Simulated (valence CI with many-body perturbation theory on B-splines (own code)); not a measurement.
## In44+: calculated level list

Calculated by configuration interaction combined with many-body perturbation theory (CI+MBPT): three valence electrons over a frozen Dirac-Fock core [He], radial functions for each j: 11 s, 11 p, 10 d, 8 f, 5 g, 2 h, with the one-electron correlation potential Σ1, the two-electron term Σ2, the three-electron term Σ3, Breit, model QED; selected CI, second order for the rest, scaled by the run's own slope (own B-spline code, finite nucleus).

The last digits are not significant, and no measured levels were compared; by estimate large intervals hold to a few tenths of a per cent, small ones and those within an open d or f shell to about a per cent.

Levels 1 to 45 of 196, with energies above the lowest level, (2s^2 2p1/2) J=1/2. "Leading %" is the weight of the configuration and term that name the level; weights of strongly mixed levels are sums over their largest components and can fall short. In the jj column 3d3/2^4 stands for four electrons in 3d with j = 3/2.

```tsv
No.	Configuration	Term	J	E (eV)	Leading %	g	Leading jj	Second component
1	2s2 2p	2P°	1/2	0.0	100	0.646	2s^2 2p1/2 (100 %)	
2	2s 2p2	4P	1/2	140.9	62	2.241	2s 2p1/2^2 (96 %)	26 % 2s 2p2 2S
3	2s2 2p	2P°	3/2	234.1	98	1.319	2s^2 2p3/2 (98 %)	
4	2s 2p2	4P	3/2	332.9	93	1.668	2s 2p1/2 2p3/2 (99 %)	5 % 2s 2p2 2D
5	2s 2p2	2D	5/2	361.4	53	1.371	2s 2p1/2 2p3/2 (98 %)	47 % 2s 2p2 4P
6	2s 2p2	2D	3/2	406.4	69	0.954	2s 2p1/2 2p3/2 (99 %)	30 % 2s 2p2 2P
7	2s 2p2	2P	1/2	408.3	72	1.189	2s 2p1/2 2p3/2 (96 %)	24 % 2s 2p2 4P
8	2p3	2P°	3/2	559.7	44	1.382	2p1/2^2 2p3/2 (98 %)	30 % 2p3 4S°
9	2s 2p2	4P	5/2	585.4	53	1.397	2s 2p3/2^2 (98 %)	47 % 2s 2p2 2D
10	2s 2p2	2S	1/2	651.0	71	1.857	2s 2p3/2^2 (98 %)	16 % 2s 2p2 2P
11	2s 2p2	2P	3/2	652.1	68	1.200	2s 2p3/2^2 (98 %)	26 % 2s 2p2 2D
12	2p3	4S°	3/2	766.3	53	1.429	2p1/2 2p3/2^2 (99 %)	46 % 2p3 2D°
13	2p3	2D°	5/2	784.5	100	1.184	2p1/2 2p3/2^2 (100 %)	
14	2p3	2P°	1/2	818.8	100	0.646	2p1/2 2p3/2^2 (100 %)	
15	2p3	2P°	3/2	1030.5	55	1.279	2p3/2^3 (99 %)	28 % 2p3 2D°
16	2s2 3s	2S	1/2	4171.2	97	1.994	2s^2 3s (97 %)	
17	2s2 3p	2P°	1/2	4220.9	95	0.670	2s^2 3p1/2 (95 %)	
18	2s 2p 3s	4P°	1/2	4268.2	87	2.407	2s 2p1/2 3s (98 %)	9 % 2s 2p 3s 2P°
19	2s 2p 3s	4P°	3/2	4277.9	39	1.478	2s 2p1/2 3s (62 %)	37 % 2s2 3p 2P°
20	2s2 3p	2P°	3/2	4297.6	60	1.436	2s^2 3p3/2 (60 %)	28 % 2s 2p 3s 4P°
21	2s 2p 3s	2P°	1/2	4302.1	94	0.744	2s 2p1/2 3s (97 %)	5 % 2s 2p 3s 4P°
22	2s 2p 3p	4D	1/2	4310.3	72	0.257	2s 2p1/2 3p1/2 (99 %)	20 % 2s 2p 3p 2P
23	2s2 3d	2D	3/2	4323.7	40	0.991	2s 2p1/2 3p1/2 (59 %)	26 % 2s 2p 3p 4D
24	2s2 3d	2D	3/2	4333.3	58	0.948	2s^2 3d3/2 (58 %)	20 % 2s 2p 3p 4D
25	2s2 3d	2D	5/2	4349.1	97	1.195	2s^2 3d5/2 (97 %)	
26	2s 2p 3p	4P	1/2	4351.4	52	2.035	2s 2p1/2 3p1/2 (97 %)	27 % 2s 2p 3p 2S
27	2s 2p 3p	4P	3/2	4387.2	30	1.411	2s 2p1/2 3p3/2 (99 %)	26 % 2s 2p 3p 4D
28	2s 2p 3p	2P	1/2	4400.9	40	1.310	2s 2p1/2 3p3/2 (86 %)	16 % 2s 2p 3p 4P
29	2s 2p 3p	4D	5/2	4405.7	52	1.348	2s 2p1/2 3p3/2 (96 %)	29 % 2s 2p 3p 2D
30	2s 2p 3p	2D	3/2	4408.8	47	1.244	2s 2p1/2 3p3/2 (98 %)	18 % 2s 2p 3p 4S
31	2s 2p 3d	4F°	3/2	4416.3	74	0.548	2s 2p1/2 3d3/2 (99 %)	11 % 2s 2p 3d 2D°
32	2s 2p 3d	4F°	5/2	4433.2	62	1.048	2s 2p1/2 3d3/2 (82 %)	15 % 2s 2p 3d 2F°
33	2s 2p 3d	4D°	1/2	4445.3	58	0.401	2s 2p1/2 3d3/2 (91 %)	29 % 2s 2p 3d 2P°
34	2s 2p 3d	4P°	5/2	4445.5	40	1.346	2s 2p1/2 3d5/2 (88 %)	23 % 2s 2p 3d 4D°
35	2s 2p 3d	4D°	3/2	4447.0	36	1.253	2s 2p1/2 3d3/2 (88 %)	23 % 2s 2p 3d 4P°
36	2p2 3s	4P	1/2	4457.5	46	1.977	2p1/2^2 3s (86 %)	22 % 2p2 3s 2S
37	2s 2p 3d	4F°	7/2	4460.9	44	1.249	2s 2p1/2 3d5/2 (97 %)	30 % 2s 2p 3d 2F°
38	2s 2p 3d	2D°	3/2	4471.1	46	1.042	2s 2p1/2 3d5/2 (86 %)	39 % 2s 2p 3d 2P°
39	2s 2p 3d	2F°	5/2	4471.3	59	1.041	2s 2p1/2 3d5/2 (92 %)	15 % 2s 2p 3d 2D°
40	2p2 3p	4D°	1/2	4492.4	39	0.645	2p1/2^2 3p1/2 (90 %)	37 % 2p2 3p 2P°
41	2s 2p 3s	4P°	5/2	4502.4	98	1.582	2s 2p3/2 3s (98 %)	
42	2s 2p 3s	2P°	3/2	4518.4	79	1.395	2s 2p3/2 3s (99 %)	20 % 2s 2p 3s 4P°
43	2s 2p 3p	4P	3/2	4556.6	48	1.632	2s 2p3/2 3p1/2 (99 %)	23 % 2s 2p 3p 4S
44	2s 2p 3p	2D	5/2	4559.3	42	1.340	2s 2p3/2 3p1/2 (99 %)	33 % 2s 2p 3p 4D
45	2s 2p 3s	2P°	1/2	4564.7	92	0.789	2s 2p3/2 3s (97 %)	7 % 2s 2p 3s 4P°
```

The ionisation energy to 2s2 1S_0 of the next ion comes out as 7444.3 eV (NIST: 7442 ± 6 eV (semi-empirical)). All 196 levels together are meant to be complete up to 6052.9 eV.
